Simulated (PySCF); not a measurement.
# Radial density of Au⁻ (gold, charge -1)

UHF, [Xe] 4f14 5d10 6s2, closed-shell 1S. All numbers are calculated (PySCF 2.14, scalar relativity through the core potential, in aug-cc-pwCVTZ-PP with ECP60MDF (8s8p7d4f3g, 122 functions)). This is the valence pseudo-density: the core potential removes the inner electrons and smooths the orbitals near the nucleus.

```tsv
r (bohr)	4πr²ρ (e/bohr)
0.137	0.0001108
0.231	0.003412
0.389	0.2520
0.654	7.533
1.10	16.23
1.85	5.615
3.11	1.200
5.23	0.2306
8.80	0.02738
14.8	0.0003418
```

Energies and moments cover only the electrons outside the core potential. Spin-orbit coupling, which splits the p, d and f shells strongly at this Z, is absent.
